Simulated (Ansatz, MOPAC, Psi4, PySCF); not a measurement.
Molecule: difluorosilane, SiH₂F₂ (charge 0, singlet). SMILES: F[SiH2]F
Structure (B3LYP-D3(BJ)/def2-TZVP (Ansatz, an electronic-structure program) minimum search):
```
Si
F 1 1.5916
F 1 1.5916 2 107.98
H 1 1.4696 2 108.50 3 -117.41
H 1 1.4696 4 114.67 2 121.46
```
Charge 0, spin multiplicity 1.

Wanted: size of the dipole moment, in D. Terms: dispersion terms only where a functional's name holds one; non-relativistic; spin-orbit terms left out; 6-311+G** with 5d, 6d on Na to Ar in Ansatz; 6-31G* and kin with 6d, 5d where marked. Ab initio and DFT rows: single points at B3LYP-D3(BJ) geometries (Ansatz). Semi-empirical rows: dipoles at the shared geometry.

| level | program | size of the dipole moment (D) |
|---|---|---|
| PM6 | MOPAC | 1.55 |
| MNDO | MOPAC | 1.80 |
| B3LYP/3-21G | Ansatz | 1.69 |
| B3LYP/6-31G* | Ansatz | 1.46 |
| B3LYP/def2-SVP | Ansatz | 1.46 |
| B3LYP/6-311+G** | Ansatz | 1.83 |
| M06-2X/6-31G* (5d) | PySCF | 1.55 |
| M06-2X/6-311+G** | PySCF | 1.93 |
| wB97X-D/6-31G* | Psi4 | 1.53 |

No value to compare with is used here. The 9 habitual levels span 1.46 (B3LYP/6-31G*) to 1.93 D (M06-2X/6-311+G**).

The levels are drawn from those run, B3LYP/6-31G* more often than the rest, none by its result; runs whose electronic state is in doubt are left out.
